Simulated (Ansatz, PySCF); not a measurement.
FGeH5SSi, SMILES [GeH3][S][SiH2]F. Atoms are numbered in the order given.

```xyz
9

Si     1.8306     0.1001    -0.2144
F      1.4124    -0.3489    -1.7265
S      0.2195     1.1611     0.6483
Ge    -1.3432    -0.3325     0.0838
H      2.1333    -1.1548     0.5173
H      3.0027     1.0056    -0.2792
H     -2.4655    -0.1775     1.1139
H     -1.8482    -0.0354    -1.3296
H     -0.7159    -1.7306     0.1577
```
Charge 0, spin multiplicity 1.

Geometry optimised at ωB97X-D3(BJ)/def2-SVP. The structure was generated by enumeration, and PubChem lists no compound with its InChIKey, so it may never have been made. One conformer was computed; it need not be the lowest.

Two levels are set side by side: PBE-D3(BJ)/def2-SVP (Ansatz, a program for electronic structure) and ωB97X-D3(BJ)/def2-SVP (PySCF). Each level has its own optimised geometry; the coordinates shown are those of the second. Frequencies come from the Hessian of PySCF at each geometry. Differences are taken from unrounded values.

```json
[
 {"quantity": "mean bond length (Å)", "ωB97X-D3(BJ)": "1.693", "PBE-D3(BJ)": "1.711", "PBE-D3(BJ) minus ωB97X-D3(BJ)": "0.018"},
 {"quantity": "bond Si1–F2 (Å)", "ωB97X-D3(BJ)": "1.632", "PBE-D3(BJ)": "1.642", "PBE-D3(BJ) minus ωB97X-D3(BJ)": "0.010"},
 {"quantity": "bond Si1–S3 (Å)", "ωB97X-D3(BJ)": "2.113", "PBE-D3(BJ)": "2.136", "PBE-D3(BJ) minus ωB97X-D3(BJ)": "0.023"},
 {"quantity": "bond S3–Ge4 (Å)", "ωB97X-D3(BJ)": "2.234", "PBE-D3(BJ)": "2.265", "PBE-D3(BJ) minus ωB97X-D3(BJ)": "0.031"},
 {"quantity": "bond Si1–H5 (Å)", "ωB97X-D3(BJ)": "1.484", "PBE-D3(BJ)": "1.499", "PBE-D3(BJ) minus ωB97X-D3(BJ)": "0.015"},
 {"quantity": "bond Si1–H6 (Å)", "ωB97X-D3(BJ)": "1.483", "PBE-D3(BJ)": "1.498", "PBE-D3(BJ) minus ωB97X-D3(BJ)": "0.015"},
 {"quantity": "bond Ge4–H7 (Å)", "ωB97X-D3(BJ)": "1.531", "PBE-D3(BJ)": "1.547", "PBE-D3(BJ) minus ωB97X-D3(BJ)": "0.016"},
 {"quantity": "bond Ge4–H8 (Å)", "ωB97X-D3(BJ)": "1.530", "PBE-D3(BJ)": "1.547", "PBE-D3(BJ) minus ωB97X-D3(BJ)": "0.017"},
 {"quantity": "bond Ge4–H9 (Å)", "ωB97X-D3(BJ)": "1.534", "PBE-D3(BJ)": "1.550", "PBE-D3(BJ) minus ωB97X-D3(BJ)": "0.016"},
 {"quantity": "highest harmonic wavenumber (cm⁻¹)", "ωB97X-D3(BJ)": "2307", "PBE-D3(BJ)": "2203", "PBE-D3(BJ) minus ωB97X-D3(BJ)": "-104"},
 {"quantity": "mean harmonic wavenumber (cm⁻¹)", "ωB97X-D3(BJ)": "989", "PBE-D3(BJ)": "932", "PBE-D3(BJ) minus ωB97X-D3(BJ)": "-57"},
 {"quantity": "zero-point energy (kcal/mol)", "ωB97X-D3(BJ)": "29.68", "PBE-D3(BJ)": "27.97", "PBE-D3(BJ) minus ωB97X-D3(BJ)": "-1.71"}
]
```

Exact exchange shortens and stiffens bonds; PBE has none. Differences between two approximate levels are no errors against the true value.
